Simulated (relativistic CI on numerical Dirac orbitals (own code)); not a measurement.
**W2+: 4f photoemission**

Computed with this model: Dirac-Coulomb-Breit CI, orbitals from a KLI potential per configuration, a model potential for QED, valence Slater integrals scaled by 0.8, multiplet model of photoemission in the sudden approximation; configurations [Xe] 4f14 5d4 → [Xe] 4f13 5d4; 80 K; Lorentzian 0.35 eV and Gaussian 0.5 eV FWHM. Energies are those of the free ion, without screening or charge transfer. The energies are binding energies and can lie tens of eV above those of solids. S is read from ⟨S²⟩ = S(S + 1).

Field parameters in Wybourne normalisation: D3d B²₀ = −7Dσ, B⁴₀ = −14Dq − 21Dτ, B⁴₃ = −14√(10/7) Dq. The field is a parameter set, without covalency.

Computed curve for free ion, scaled to 100 at the maximum (points under 2 are left out and the grid is thinned):

Energy (eV), Intensity and a bar:
```
     53.4        2.2 
     53.5        2.4 
     53.6        2.7 
     53.8        3.6 
     53.9        4.2 #
     54.0        5.0 #
     54.1        6.1 #
     54.2        7.6 ##
     54.3        9.8 ##
     54.5       18.6 #####
     54.6       27.1 ########
     54.7       39.8 ############
     54.8       56.6 #################
     54.9       75.4 #######################
     55.0       91.6 ############################
     55.2       97.5 ##############################
     55.3       85.4 ##########################
     55.4       68.3 #####################
     55.5       51.7 ################
     55.6       38.9 ############
     55.7       30.9 #########
     55.9       26.5 ########
     56.0       27.1 ########
     56.1       27.8 ########
     56.2       27.7 ########
     56.3       26.8 ########
     56.4       25.5 #######
     56.6       24.1 #######
     56.7       24.3 #######
     56.8       24.5 #######
     56.9       24.6 #######
     57.0       24.4 #######
     57.1       24.4 #######
     57.3       25.9 #######
     57.4       27.8 ########
     57.5       30.8 #########
     57.6       35.1 ##########
     57.7       40.5 ############
     57.8       45.9 ##############
     58.0       50.3 ###############
     58.1       47.5 ##############
     58.2       42.0 #############
     58.3       35.2 ##########
     58.4       28.5 ########
     58.5       22.6 ######
     58.7       14.6 ####
     58.8       12.2 ###
     58.9       10.7 ###
     59.0        9.9 ##
     59.1        9.5 ##
     59.2        9.3 ##
     59.4        8.5 ##
     59.5        7.8 ##
     59.6        6.9 #
     59.7        6.0 #
     59.8        5.0 #
     59.9        4.2 #
     60.1        2.9 
     60.2        2.5 
     60.3        2.1
```

The ground state has S = 1.86, and the centroid lies at 56.42 eV.
